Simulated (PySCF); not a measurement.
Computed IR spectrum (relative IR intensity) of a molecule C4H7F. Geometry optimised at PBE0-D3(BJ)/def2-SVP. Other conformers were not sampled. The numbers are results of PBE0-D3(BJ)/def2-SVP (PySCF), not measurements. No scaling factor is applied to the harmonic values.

Lines under 2 % of the strongest are left out, and lines within 2 cm⁻¹ are merged.

```tsv
ν (cm⁻¹)	relative intensity
275	2.7
343	2.1
435	7.0
595	9.9
687	22
831	3.7
945	23
956	77
1017	38
1027	28
1071	18
1136	29
1197	100
1293	2.2
1340	8.9
1373	26
1392	44
1418	30
1455	8.3
1470	4.2
1748	6.0
3032	63
3065	19
3169	5.8
3171	40
3185	11
3281	3.0
```

Question: Which molecule gave these data?
(A) C=C[C@H](C)F
(B) FC1CCC1
(C) C[C@H]1C[C@@H]1F
(D) CC(C)=CF

Answer: A, C=C[C@H](C)F
